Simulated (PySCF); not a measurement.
Job file and geometry (Å, from PBE0-D3(BJ)/def2-SVP) of an NMR shielding run on `CC(C)CCS[SiH3]`, C₅H₁₄SSi, PySCF, GIAO WP04/pcSseg-1 NMR shielding, non-relativistic, gas phase; density fitting, a coarse starting grid and PySCF grid level 2 are the driver's defaults:

```
$ OMP_NUM_THREADS=1 python probes_run.py task.json out

{"job": {"kind": "nmr", "xc": "WP04", "basis": "pcSseg-1", "pop": false}, "charge": 0, "multiplicity": 1}
C     -1.773388    -0.699230    -0.797036
C     -0.941081     0.398555    -0.141490
C     -1.655988     0.963259     1.081011
C      0.461809    -0.081741     0.242711
C      1.331406    -0.476015    -0.938231
S      2.991223    -1.104869    -0.482772
Si     3.900993     0.661538     0.312698
H     -1.904381    -1.551791    -0.109786
H     -1.312556    -1.081070    -1.720319
H     -2.775620    -0.328419    -1.061301
H     -0.822973     1.220165    -0.873482
H     -1.088149     1.790464     1.534698
H     -2.655759     1.343607     0.820563
H     -1.785397     0.185818     1.852236
H      0.965291     0.722322     0.807031
H      0.385450    -0.936830     0.937209
H      1.450893     0.363810    -1.642033
H      0.885996    -1.308578    -1.502414
H      3.401737     1.044094     1.669444
H      3.664841     1.817430    -0.608003
H      5.357302     0.355987     0.405242
```

Problem. Write the output of this run.

Solution. 
```
coarse grid: 17360 points
cycle   1  E = -898.9636642621  dE =  1.403e-01  |g| = 6.913e-01  |ddm| = 3.995e+00
cycle   2  E = -898.8928413994  dE =  7.082e-02  |g| = 8.441e-01  |ddm| = 1.485e+00
cycle   3  E = -899.0860236028  dE = -1.932e-01  |g| = 8.483e-02  |ddm| = 9.145e-01
cycle   4  E = -899.0876228738  dE = -1.599e-03  |g| = 3.590e-02  |ddm| = 1.485e-01
cycle   5  E = -899.0879402116  dE = -3.173e-04  |g| = 1.018e-02  |ddm| = 4.453e-02
cycle   6  E = -899.0879642120  dE = -2.400e-05  |g| = 2.821e-03  |ddm| = 1.055e-02
cycle   7  E = -899.0879661930  dE = -1.981e-06  |g| = 5.861e-04  |ddm| = 2.798e-03
final grid: 154920 points
cycle   8  E = -899.1494579664  dE = -6.232e-05  |g| = 8.997e-03  |ddm| = 3.530e-02
cycle   9  E = -899.1494381281  dE =  1.984e-05  |g| = 1.243e-02  |ddm| = 1.815e-02
cycle  10  E = -899.1494786740  dE = -4.055e-05  |g| = 1.100e-03  |ddm| = 1.200e-02
cycle  11  E = -899.1494789900  dE = -3.159e-07  |g| = 3.130e-04  |ddm| = 1.674e-03
cycle  12  E = -899.1494790127  dE = -2.273e-08  |g| = 8.141e-05  |ddm| = 2.907e-04
cycle  13  E = -899.1494790142  dE = -1.545e-09  |g| = 2.540e-05  |ddm| = 1.065e-04
cycle  14  E = -899.1494790144  dE = -1.496e-10  |g| = 4.692e-06  |ddm| = 2.525e-05
converged SCF energy = -899.1494790144

GIAO shielding tensors (ppm)
atom      isotropic    diamagn.    paramagn.     s11        s22        s33       span
  0 C      150.242     249.375     -99.133    136.795    143.010    170.922     34.127
  1 C      138.923     249.360    -110.437    133.348    136.029    147.393     14.045
  2 C      146.514     248.493    -101.979    127.979    139.496    172.067     44.088
  3 C      128.590     254.938    -126.347    105.928    122.123    157.720     51.793
  4 C      135.979     252.070    -116.091    113.251    138.307    156.379     43.128
  5 S      602.455    1060.646    -458.191    463.366    520.523    823.476    360.110
  6 Si     380.955     880.091    -499.136    330.553    370.754    441.560    111.008
  7 H       31.016      32.098      -1.082     28.113     28.842     36.093      7.979
  8 H       30.382      32.552      -2.170     25.289     30.475     35.384     10.095
  9 H       30.643      29.988       0.655     26.618     28.260     37.050     10.432
 10 H       30.447      35.084      -4.637     27.417     29.550     34.374      6.957
 11 H       30.577      31.746      -1.170     26.331     29.055     36.344     10.013
 12 H       30.552      29.597       0.955     26.464     28.183     37.008     10.543
 13 H       30.788      31.668      -0.881     27.797     28.891     35.675      7.879
 14 H       30.242      37.991      -7.749     24.144     31.865     34.718     10.574
 15 H       30.495      36.052      -5.557     26.638     32.181     32.667      6.029
 16 H       29.504      34.081      -4.577     23.781     30.711     34.019     10.238
 17 H       29.123      33.140      -4.017     22.163     30.036     35.170     13.007
 18 H       27.519      30.257      -2.738     23.729     26.418     32.410      8.681
 19 H       27.713      29.678      -1.965     24.737     25.665     32.738      8.001
 20 H       27.713      26.717       0.996     24.334     25.218     33.588      9.254
```

Problem. Turn these shieldings into chemical shifts. Chemical shifts δ = σref − σ; ¹³C (σ = 172.44 ppm), ²⁹Si (σ = 338.69 ppm), ¹H (σ = 31.56 ppm) against TMS; ³³S (σ = 462.27 ppm) vs CS2, all at this level.

Solution. Averaging equivalent atoms: C 3: 43.9; C 4: 36.5; C 1: 33.5; C 0/2: 24.1; S 5: -140; Si 6: -42.3; H 18/19/20: 3.92; H 16/17: 2.25; H 14/15: 1.20; H 10: 1.12; H 7/8/9/11/12/13: 0.90 ppm. 

Size and cost of the density-fitted run: 203 basis functions, 66 s wall time on 1 thread of an Arm Neoverse N1, shared host; peak memory 0.96 GiB.
